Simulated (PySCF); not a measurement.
C4H4OSe, SMILES [SeH]c1ccoc1. Coordinates come from a PBE-D3(BJ)/def2-SVP optimisation. Other conformers were not sampled.

Level of theory: PBE-D3(BJ)/def2-SVP (PySCF).

Harmonic wavenumbers (cm⁻¹): 122, 194, 233, 343, 596, 616, 712, 758, 807, 840, 863, 913, 1004, 1074, 1165, 1187, 1201, 1360, 1485, 1543, 2322, 3193, 3213, 3218. Rotational constants (GHz): 8.885, 1.208, 1.073; symmetry number 1.

Task: Work out the zero-point energy and the ideal-gas rigid-rotor harmonic-oscillator thermochemistry at 298.15 K and 1 atm.

Result: ZPE = ½ Σ hcν = ½ × 28962 cm⁻¹ = 173.23 kJ/mol. H − E(el) = 191.16 kJ/mol. Entropy in J/(mol K): translation 170.99, rotation 116.00, vibration 44.93, total 331.92. G − E(el) = 92.19 kJ/mol. Cp = 94.25 J/(mol K). Modes under 150 cm⁻¹ make the vibrational entropy uncertain.
